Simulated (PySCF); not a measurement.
PySCF input (HF/def2-TZVPD):

```python
from pyscf import gto, scf, dft

mol = gto.M(
    atom='''
    In   -0.00000000   -0.00000000   -0.03780298
    H     0.00000000    0.00000000    1.85234582
    ''',
    basis='def2-tzvpd',
    ecp='def2-tzvp',
    charge=1,
    spin=1,
    symmetry='C2v',
    verbose=4,
)

mf = scf.UHF(mol).density_fit(auxbasis='def2-universal-jkfit')
mf.conv_tol = 1e-9
mf.max_cycle = 100
mf.max_memory = 1500
mf.kernel()
if not mf.converged:
    mf = mf.newton()
    mf.kernel(mf.make_rdm1())
mf.analyze()
```

Output:

```
ECP def2-tzvp not found for  H
PySCF version 2.14.0

[INPUT] verbose = 4
[INPUT] num. atoms = 2
[INPUT] num. electrons = 21
[INPUT] charge = 1
[INPUT] spin (= nelec alpha-beta = 2S) = 1
[INPUT] symmetry C2v subgroup None
[INPUT] Mole.unit = angstrom
[INPUT] Symbol           X                Y                Z      unit          X                Y                Z       unit  Magmom
[INPUT]  1 In     0.000000000000   0.000000000000  -0.037802980000 AA    0.000000000000   0.000000000000  -0.071437278892 Bohr   0.0
[INPUT]  2 H      0.000000000000   0.000000000000   1.852345820000 AA    0.000000000000   0.000000000000   3.500426287783 Bohr   0.0

nuclear repulsion = 5.87928391104446
point group symmetry = Coov, use subgroup C2v
symmetry origin: [ 0.0000000e+00  0.0000000e+00 -7.5589045e-09]
symmetry axis x: [1. 0. 0.]
symmetry axis y: [0. 1. 0.]
symmetry axis z: [0. 0. 1.]
num. orbitals of irrep A1 = 29
num. orbitals of irrep A2 = 6
num. orbitals of irrep B1 = 15
num. orbitals of irrep B2 = 15
number of shells = 23
number of NR pGTOs = 108
number of NR cGTOs = 65
basis = def2-tzvpd
ecp = def2-tzvp

******** <class 'pyscf.df.df_jk.DFSymAdaptedUHF'> ********
method = DFSymAdaptedUHF
initial guess = minao
damping factor = 0
level_shift factor = 0
DIIS = <class 'pyscf.scf.diis.CDIIS'>
diis_start_cycle = 1
diis_space = 8
diis_damp = 0
SCF conv_tol = 1e-09
SCF conv_tol_grad = None
SCF max_cycles = 100
direct_scf = False
number electrons alpha = 11  beta = 10
Freeze 0 electrons in irreps []
    21 free electrons in irreps A1 A2 B1 B2
Set gradient conv threshold to 3.16228e-05
******** <class 'pyscf.df.df.DF'> ********
auxbasis = def2-universal-jkfit
init E= -156.399003735404
alpha HOMO (A1) = -0.549163190787809  LUMO (B1) = -0.364360956994841
beta  HOMO (A1) = -0.929019111317521  LUMO (A1) = -0.549163190787809

WARN: HOMO -0.549163190787809 >= LUMO -0.549163190787809

WARN: alpha-A1 HOMO -0.549163190787809 > system LUMO -0.549163190787809

WARN: beta-A1 LUMO -0.549163190787809 < system HOMO -0.549163190787809

cycle= 1 E= -189.239929003862  delta_E= -32.8  |g|= 1.15  |ddm|=   32
[...]
beta  HOMO (A1) = -0.667268638136413  LUMO (A1) = -0.234710303227073
  HOMO = -0.598685613273  LUMO = -0.234710303227  gap/eV = 9.90427
Extra cycle  E= -189.520391282384  delta_E= -4.04e-12  |g|= 7.33e-07  |ddm|= 5.94e-06
converged SCF energy = -189.520391282384  <S^2> = 0.81395486  2S+1 = 2.0629637
**** SCF Summaries ****
Total Energy =                        -189.520391282384423
Nuclear Repulsion Energy =               5.879283911044464
One-electron Energy =                 -341.110733140939772
Two-electron Energy =                  145.711057947510881
Two-electron Coulomb Energy =          161.683653928421961
DFT Exchange-Correlation Energy =      -15.972595980911080
HOMO-LUMO gap [eV] =                     9.904272663422041
Wave-function symmetry = A1
alpha occupancy for each irrep:     A1   A2   B1   B2
                                     6    1    2    2
beta  occupancy for each irrep:     A1   A2   B1   B2
                                     5    1    2    2
**** MO energy ****
alpha MO #1 (A1 #1), energy= -5.65426322634654 occ= 1
alpha MO #2 (B1 #1), energy= -3.90818044355182 occ= 1
alpha MO #3 (B2 #1), energy= -3.90818044355181 occ= 1
alpha MO #4 (A1 #2), energy= -3.90450810261748 occ= 1
alpha MO #5 (A1 #3), energy= -1.29407645803114 occ= 1
alpha MO #6 (A2 #1), energy= -1.29407645803114 occ= 1
alpha MO #7 (A1 #4), energy= -1.29360150094774 occ= 1
alpha MO #8 (B1 #2), energy= -1.28867599151496 occ= 1
alpha MO #9 (B2 #2), energy= -1.28867599151495 occ= 1
alpha MO #10 (A1 #5), energy= -0.780837394457802 occ= 1
alpha MO #11 (A1 #6), energy= -0.598685613273482 occ= 1
alpha MO #12 (B1 #3), energy= -0.191027708581483 occ= 0
alpha MO #13 (B2 #3), energy= -0.191027708581482 occ= 0
alpha MO #14 (A1 #7), energy= -0.100020816028753 occ= 0
alpha MO #15 (A1 #8), energy= -0.0891201940040816 occ= 0
alpha MO #16 (B1 #4), energy= -0.0471714603910991 occ= 0
alpha MO #17 (B2 #4), energy= -0.0471714603911004 occ= 0
alpha MO #18 (A1 #9), energy= -0.0443201586134734 occ= 0
alpha MO #19 (A2 #2), energy= -0.0443201586134685 occ= 0
alpha MO #20 (A1 #10), energy= -0.0368678680565235 occ= 0
alpha MO #21 (B1 #5), energy= -0.0182946170294942 occ= 0
alpha MO #22 (B2 #5), energy= -0.018294617029492 occ= 0
alpha MO #23 (A1 #11), energy= 0.0115526166954192 occ= 0
alpha MO #24 (B1 #6), energy= 0.100543038972832 occ= 0
alpha MO #25 (B2 #6), energy= 0.100543038972832 occ= 0
alpha MO #26 (A1 #12), energy= 0.109657474134082 occ= 0
alpha MO #27 (A1 #13), energy= 0.138062670994686 occ= 0
alpha MO #28 (A2 #3), energy= 0.138062670994694 occ= 0
alpha MO #29 (B1 #7), energy= 0.174247454638982 occ= 0
alpha MO #30 (B2 #7), energy= 0.174247454638983 occ= 0
alpha MO #31 (A1 #14), energy= 0.186475744874214 occ= 0
alpha MO #32 (A1 #15), energy= 0.256814956261289 occ= 0
alpha MO #33 (A1 #16), energy= 0.387728716708658 occ= 0
alpha MO #34 (B1 #8), energy= 0.463493402624863 occ= 0
alpha MO #35 (B2 #8), energy= 0.463493402624863 occ= 0
alpha MO #36 (A1 #17), energy= 0.534303529878295 occ= 0
alpha MO #37 (B1 #9), energy= 0.628132172567161 occ= 0
alpha MO #38 (B2 #9), energy= 0.62813217256716 occ= 0
alpha MO #39 (A1 #18), energy= 0.63089727453925 occ= 0
alpha MO #40 (A2 #4), energy= 0.630897274539244 occ= 0
alpha MO #41 (B1 #10), energy= 0.683632118136342 occ= 0
alpha MO #42 (B2 #10), energy= 0.683632118136344 occ= 0
alpha MO #43 (A1 #19), energy= 0.835547004513361 occ= 0
alpha MO #44 (A1 #20), energy= 1.0009291943568 occ= 0
alpha MO #45 (A2 #5), energy= 1.00092919435682 occ= 0
alpha MO #46 (B1 #11), energy= 1.00564624876703 occ= 0
alpha MO #47 (B2 #11), energy= 1.00564624876703 occ= 0
alpha MO #48 (A1 #21), energy= 1.00904214526471 occ= 0
alpha MO #49 (B1 #12), energy= 1.65304087979148 occ= 0
alpha MO #50 (B2 #12), energy= 1.65304087979148 occ= 0
alpha MO #51 (A1 #22), energy= 2.05688964550772 occ= 0
alpha MO #52 (B1 #13), energy= 2.19828030431009 occ= 0
alpha MO #53 (B2 #13), energy= 2.1982803043101 occ= 0
alpha MO #54 (A1 #23), energy= 2.20445649887704 occ= 0
alpha MO #55 (A2 #6), energy= 2.20445649887702 occ= 0
alpha MO #56 (B1 #14), energy= 2.27145677104636 occ= 0
alpha MO #57 (B2 #14), energy= 2.27145677104635 occ= 0
alpha MO #58 (A1 #24), energy= 2.28203042377607 occ= 0
alpha MO #59 (A1 #25), energy= 2.74051989676971 occ= 0
alpha MO #60 (A1 #26), energy= 2.95292851808538 occ= 0
alpha MO #61 (A1 #27), energy= 38.0094410911384 occ= 0
alpha MO #62 (B1 #15), energy= 39.0843988786072 occ= 0
alpha MO #63 (B2 #15), energy= 39.0843988786072 occ= 0
alpha MO #64 (A1 #28), energy= 39.1956576334373 occ= 0
alpha MO #65 (A1 #29), energy= 125.334020338877 occ= 0
beta  MO #1 (A1 #1), energy= -5.65099206059144 occ= 1
beta  MO #2 (B1 #1), energy= -3.9072107479489 occ= 1
beta  MO #3 (B2 #1), energy= -3.9072107479489 occ= 1
beta  MO #4 (A1 #2), energy= -3.90063892183573 occ= 1
beta  MO #5 (A1 #3), energy= -1.29258634205185 occ= 1
beta  MO #6 (A2 #1), energy= -1.29258634205185 occ= 1
beta  MO #7 (B1 #2), energy= -1.28597122027608 occ= 1
beta  MO #8 (B2 #2), energy= -1.28597122027608 occ= 1
beta  MO #9 (A1 #4), energy= -1.28441815497468 occ= 1
beta  MO #10 (A1 #5), energy= -0.667268638136413 occ= 1
beta  MO #11 (A1 #6), energy= -0.234710303227073 occ= 0
beta  MO #12 (B1 #3), energy= -0.177322738369226 occ= 0
beta  MO #13 (B2 #3), energy= -0.177322738369225 occ= 0
beta  MO #14 (A1 #7), energy= -0.0899825684666151 occ= 0
beta  MO #15 (A1 #8), energy= -0.0602390000591564 occ= 0
beta  MO #16 (A1 #9), energy= -0.0435152896890836 occ= 0
beta  MO #17 (A2 #2), energy= -0.0435152896890805 occ= 0
beta  MO #18 (B1 #4), energy= -0.0429568390850514 occ= 0
beta  MO #19 (B2 #4), energy= -0.0429568390850514 occ= 0
beta  MO #20 (A1 #10), energy= -0.0241474628653258 occ= 0
beta  MO #21 (B1 #5), energy= -0.0143052360651552 occ= 0
beta  MO #22 (B2 #5), energy= -0.0143052360651574 occ= 0
beta  MO #23 (A1 #11), energy= 0.0461416701608792 occ= 0
beta  MO #24 (B1 #6), energy= 0.117271307359449 occ= 0
beta  MO #25 (B2 #6), energy= 0.117271307359452 occ= 0
beta  MO #26 (A1 #12), energy= 0.122835425951869 occ= 0
beta  MO #27 (A1 #13), energy= 0.141844916518895 occ= 0
beta  MO #28 (A2 #3), energy= 0.141844916518904 occ= 0
beta  MO #29 (B1 #7), energy= 0.184675527213606 occ= 0
beta  MO #30 (B2 #7), energy= 0.18467552721361 occ= 0
beta  MO #31 (A1 #14), energy= 0.204386179840693 occ= 0
beta  MO #32 (A1 #15), energy= 0.282562424097647 occ= 0
beta  MO #33 (A1 #16), energy= 0.411188226249408 occ= 0
beta  MO #34 (B1 #8), energy= 0.470980990854544 occ= 0
beta  MO #35 (B2 #8), energy= 0.470980990854546 occ= 0
beta  MO #36 (A1 #17), energy= 0.5790443752941 occ= 0
beta  MO #37 (B1 #9), energy= 0.633504288885601 occ= 0
[...]
```
